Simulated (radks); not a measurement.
Problem. Species: Gd3+. Configuration: [Xe] 4f6 7d1 (not the ground configuration). All-electron calculation, scalar-relativistic Kohn-Sham, r2SCAN, spin-unpolarised, spherical densities, finite nucleus; meta-GGA in the generalised Kohn-Sham scheme; Fermi nuclear charge, rms radius 5.1569 fm. Program: a radial shooting solver on a logarithmic mesh with Libxc functionals. Some entries of the table are withheld. Estimate them.

orbital,occ.,eigenvalue (eV),<1/r> (bohr^-1)
1s,2,-50213.16,71.64
2s,2,(1),16.63
2p,6,-7430.599,15.52
3s,2,-1892.923,6.116
3p,6,-1607.108,5.742
3d,10,-1229.735,5.439
4s,2,(2),2.570
4p,6,-324.2833,2.366
4d,10,-192.3809,2.091
5s,2,(3),1.021
5p,6,-63.8882,0.8876
4f,6,(4),1.591
7d,1,-8.3521,0.1651

Solution. 
(1) 2s eigenvalue (eV): -8348.409
(2) 4s eigenvalue (eV): -419.2137
(3) 5s eigenvalue (eV): -88.3777
(4) 4f eigenvalue (eV): -49.1442
